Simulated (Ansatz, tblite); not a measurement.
Spin states of Cu3⁻, each relaxed with r2SCAN-D4/def2-TZVPD in Ansatz. Electronic energies in the gas phase.

The xTB rows come from tblite. LC-ωPBE has ω = 0.4 bohr⁻¹. Correlated methods freeze 27 core orbitals. HOMO above LUMO, or a gap near zero within one spin, warns that the state may not be the lowest or that an electron is smeared out. The structure comes from a short search, and lower isomers may exist.

Singlet geometry (D∞h within 0.1 Å):

```tsv
atom	x (Å)	y (Å)	z (Å)
Cu1	-1.2453	1.9304	-0.2860
Cu2	1.2452	-1.9304	0.2860
Cu3	0.0001	0.0000	0.0000
```

Triplet geometry (D3h within 0.1 Å):

Cartesian coordinates in Å:
```
Cu 0.0402 -0.4892 1.2778
Cu -0.4405 1.2753 -0.2303
Cu 0.4003 -0.7861 -1.0475
```

Quintet geometry (D∞h within 0.1 Å):

```xyz
3

Cu    1.2925    1.2426   -1.6336
Cu   -1.2925   -1.2426    1.6337
Cu    0.0000   -0.0001    0.0000
```

⟨S²⟩: triplet 2.02 at PBE0-D4/def2-TZVPD (pure 2.00), quintet 6.01 at PBE0-D4/def2-TZVPD (pure 6.00).

Run but left out: HF/STO-3G, BHLYP-D4/def2-TZVPD (singlet: restricted singlet, unstable in another Hartree–Fock run and untested here).

Only these spin states were relaxed. The triplet has other bonds than the singlet, so the gap mixes isomer and spin.

```csv
level,triplet − singlet (kJ/mol),quintet − singlet (kJ/mol),lowest of these,remarks
GFN1-xTB,113.5,683.1,singlet,–
PBE-D4/def2-TZVPD,52.3,421.0,singlet,"HOMO above zero (quintet), HOMO above zero (triplet), gap within one spin near zero (quintet)"
r2SCAN-D4/def2-TZVPD,25.0,381.6,singlet,"HOMO above zero (quintet), HOMO above zero (triplet)"
PBE0-D4/def2-TZVPD,47.9,391.8,singlet,"HOMO above zero (quintet), HOMO above zero (triplet)"
```

Estimate the rows for GFN2-xTB, revPBE-D4/def2-TZVPD, LC-ωPBE/def2-TZVPD, RPA@PBE/def2-TZVPD.


```csv
level,triplet − singlet (kJ/mol),quintet − singlet (kJ/mol),lowest of these,remarks
GFN2-xTB,495.8,467.9,singlet,–
revPBE-D4/def2-TZVPD,52.4,406.7,singlet,"HOMO above zero (quintet), HOMO above zero (singlet), HOMO above zero (triplet), gap within one spin near zero (quintet)"
LC-ωPBE/def2-TZVPD,26.6,359.2,singlet,–
RPA@PBE/def2-TZVPD,52.9,332.4,singlet,–
```

The xTB methods have no term that favours high spin, so they put low spin too low.
